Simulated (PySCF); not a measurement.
A structure optimised at PBE-D3(BJ)/def2-SVP, used in a PySCF frequency run:

```
C
H 1 1.1173
C 1 1.5619 2 109.66
H 3 1.1173 1 109.66 2 -76.91
Si 1 1.9081 2 103.33 3 -119.51
H 5 1.5039 1 111.47 2 -174.22
H 5 1.5051 6 108.76 1 -121.75
H 5 1.5074 6 108.42 7 -118.55
Si 3 1.9081 4 103.33 1 -119.51
H 9 1.5039 3 111.47 4 -174.22
H 9 1.5051 10 108.76 3 -121.75
H 9 1.5074 10 108.42 11 -118.55
Si 1 1.9090 2 104.29 3 125.40
H 13 1.5043 1 108.33 2 50.52
H 13 1.5044 14 108.93 1 121.83
H 13 1.5053 14 108.64 15 118.10
Si 3 1.9090 4 104.29 1 125.40
H 17 1.5043 3 108.33 4 50.52
H 17 1.5044 18 108.93 3 121.83
H 17 1.5053 18 108.64 19 118.10
```

Task: Write its SMILES, formula and point group.

Result: [SiH3]C([SiH3])C([SiH3])[SiH3], C2H14Si4, C2

Task: What are its rotational constants (standard atomic weights)?

Result: 1.5278, 0.92967, 0.88305 GHz
